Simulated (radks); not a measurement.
Valence configurations of Mn II (all share [Ar]). Method: scalar-relativistic Kohn-Sham, r2SCAN, spin-unpolarised, spherical densities, finite nucleus; meta-GGA in the generalised Kohn-Sham scheme; Fermi nuclear charge, rms radius 3.7057 fm; computed with a radial shooting solver on a logarithmic mesh with Libxc functionals. Energies are relative to 3d5 4s1; eigenvalues in eV.

valence          E (eV)    e(3d)    e(4p)    e(4s)
3d5 4s1           0.000  -14.897        -  -11.792
3d5.5 4s0.5      -1.230  -12.580        -  -10.751
3d6              -1.845  -10.512        -        -
3d5 4p1           4.751  -16.248   -7.661        -
3d4 4s2           4.701  -20.263        -  -13.758
3d4 4s1 4p1      10.235  -21.592   -8.912  -14.379
3d4.5 4s1.5       1.924  -17.461        -  -12.814
3d5 4s0.5 4p0.5   2.394  -15.584   -7.323  -12.052
3d2 4s1 4p3      47.116  -36.970  -12.316  -19.131
3d3 4s1 4p2      25.675  -28.998  -10.669  -16.817

NIST lists [Ar] 3d5 4s1 as the ground configuration; this level of theory puts 3d6 lower, by 1.845 eV. The energies are those of spherical spin-averaged densities, not of single terms.
